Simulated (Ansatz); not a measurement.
Coupled-cluster run, `[SiH3][O][Cd][SH]`.

```yaml
crystal:
  periodic: [false, false, false]
  atoms:
    - {symbol: Si, position_ang: [0.104666, 1.794228, -0.256084]}
    - {symbol: O, position_ang: [0.609330, 0.486663, 0.560554]}
    - {symbol: Cd, position_ang: [0.378973, -1.457676, 0.435460]}
    - {symbol: S, position_ang: [0.214512, -3.763158, 0.359652]}
    - {symbol: H, position_ang: [-0.409720, 1.443282, -1.616560]}
    - {symbol: H, position_ang: [-0.999833, 2.490298, 0.465329]}
    - {symbol: H, position_ang: [1.226526, 2.758595, -0.427795]}
    - {symbol: H, position_ang: [-1.124433, -3.752221, 0.479434]}
basis:
  gaussian: {orbitals: def2-TZVPP}
correlation: {method: ccsd_t}
output: {orbitals: {seedname: orbitals}}
```

```sh
$ ansatz run in.yaml --threads 4 --pin off --events-out ev --progress --plain --max-ram 10444MiB
```

Log, shortened:

```
Functional definition: HF
1371 factors; integrals over basis functions are off by at most 1.2e-3 eV
mean field evaluation 1: about -25319.9398 eV, gradient 4.4e1 eV
mean field evaluation 2: about -25320.3799 eV, gradient 4.5e1 eV
mean field evaluation 4: about -25324.5164 eV, gradient 3.9e0 eV
mean field evaluation 8: about -25324.5918 eV, gradient 3.4e-1 eV
mean field evaluation 16: about -25324.5927 eV, gradient 1.5e-6 eV
mean field -25324.59266715 eV, -930.6616148923 hartree, gradient 1.5e-6 eV, S^2 0.000000; 0 other end points of the search recorded, 0 dependent functions left out
11 core orbitals not correlated, not the lowest: weight in the atoms' cores, before any rotation towards them, 1.000 or more for the frozen orbitals, at most 0.000 for the correlated occupied ones
reference -25324.59266715 eV, -930.6616148923 hartree; 20, 20 occupied and 196, 196 virtual orbitals, 1371 factors
second order -34.13645804 eV of doubles, -0.00000000 eV of singles
cycle   1  -33.25696297 eV  change    8.8e-1 eV  update   1.4e-1
cycle   2  -34.06464032 eV  change   -8.1e-1 eV  update   4.4e-2
cycle   3  -34.27415326 eV  change   -2.1e-1 eV  update   2.5e-2
cycle   4  -34.23627942 eV  change    3.8e-2 eV  update   8.0e-3
cycle   5  -34.22165725 eV  change    1.5e-2 eV  update   3.8e-3
cycle   6  -34.22661882 eV  change   -5.0e-3 eV  update   1.3e-3
cycle   7  -34.22664923 eV  change   -3.0e-5 eV  update   4.4e-4
cycle   8  -34.22619002 eV  change    4.6e-4 eV  update   1.5e-4
cycle   9  -34.22628330 eV  change   -9.3e-5 eV  update   7.5e-5
cycle  10  -34.22635854 eV  change   -7.5e-5 eV  update   2.8e-5
cycle  11  -34.22630050 eV  change    5.8e-5 eV  update   1.4e-5
cycle  12  -34.22631902 eV  change   -1.9e-5 eV  update   6.0e-6
perturbative correction -1.15794657 eV, -0.0425537516 hartree
Total energy: -25359.97693274 eV, -931.9619626686 hartree
```

It took 3.3 min on 4 threads of an Arm Neoverse V2 on a shared host, with 4.2 GiB of host memory at the peak.

The correlation energy is -35.384 eV, 3.3 % of it from (T); the T1 diagnostic reads 0.0144.
